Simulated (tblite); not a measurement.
Isomers of C6H13NOSi2. All values are computed: GFN2-xTB (tblite) harmonic vibrations without scaling, gas phase. Errors from tens to a few hundred cm⁻¹ against measured bands are possible. Modes of hydrogen on silicon can be 10 to 20 % off. One conformer each.

Electronic energies: GFN2-xTB at the same geometries; isomer energies are rough at this level and their order can be wrong.

```json
{"SMILES": "CN([SiH3])C[SiH2]c1ccco1", "electronic energy, lowest = 0 (kcal/mol)": "0.0"}
{"SMILES": "CO[C@@H]1C[C@@H](CC#N)[SiH2][SiH2]1", "electronic energy, lowest = 0 (kcal/mol)": "40.6"}
{"SMILES": "CC(=O)NC1=C(C[SiH3])C[SiH2]1", "electronic energy, lowest = 0 (kcal/mol)": "16.1"}
{"SMILES": "[SiH3]C[SiH2]CCc1ncco1", "electronic energy, lowest = 0 (kcal/mol)": "6.8"}
{"SMILES": "CCO[C@@H]1C[C@@H](C#N)[SiH2][SiH2]1", "electronic energy, lowest = 0 (kcal/mol)": "35.8"}
{"SMILES": "N#C[Si@H]([SiH3])OCC1CCC1", "electronic energy, lowest = 0 (kcal/mol)": "13.4"}
```

Task: How do GFN2-xTB zero-point energies change the relative energies?

Result: 
```
                             SMILES  ZPE (kcal/mol)  of it from modes above 1550 cm⁻¹  electronic (kcal/mol)  with ZPE, lowest = 0 (kcal/mol)  lowest mode (cm⁻¹)  rings
           CN([SiH3])C[SiH2]c1ccco1           106.5                              52.8                    0.0                              0.0                  16      1
             [SiH3]C[SiH2]CCc1ncco1           106.7                              52.9                    6.8                              6.9                  24      1
          N#C[Si@H]([SiH3])OCC1CCC1           108.6                              54.4                   13.4                             15.5                   9      1
       CC(=O)NC1=C(C[SiH3])C[SiH2]1           105.8                              55.9                   16.1                             15.4                  27      1
CCO[C@@H]1C[C@@H](C#N)[SiH2][SiH2]1           108.2                              54.1                   35.8                             37.5                  35      1
CO[C@@H]1C[C@@H](CC#N)[SiH2][SiH2]1           108.3                              53.8                   40.6                             42.3                  41      1
```

The zero-point energies span 2.8 kcal/mol, from `CC(=O)NC1=C(C[SiH3])C[SiH2]1` to `N#C[Si@H]([SiH3])OCC1CCC1`. The lowest isomer stays, but the order above it changes.

Task: What do entropy and thermal enthalpy add at 298.15 K and 1 bar (rigid rotor, harmonic oscillator, one conformer each)?

Result: 
| SMILES | point group | symmetry number | S (cal/(mol K)) | H − H(0) (kcal/mol) | ZPE + H − H(0) − TS (kcal/mol) |
| --- | --- | --- | --- | --- | --- |
| CC(=O)NC1=C(C[SiH3])C[SiH2]1 | C1 | 1 | 117.3 | 9.14 | 80.0 |
| CCO[C@@H]1C[C@@H](C#N)[SiH2][SiH2]1 | C1 | 1 | 114.6 | 8.87 | 82.9 |
| CO[C@@H]1C[C@@H](CC#N)[SiH2][SiH2]1 | C1 | 1 | 112.0 | 8.72 | 83.6 |

Not tabulated: `CN([SiH3])C[SiH2]c1ccco1` (lowest mode only 16 cm⁻¹); `[SiH3]C[SiH2]CCc1ncco1` (lowest mode only 24 cm⁻¹); `N#C[Si@H]([SiH3])OCC1CCC1` (lowest mode only 9 cm⁻¹).
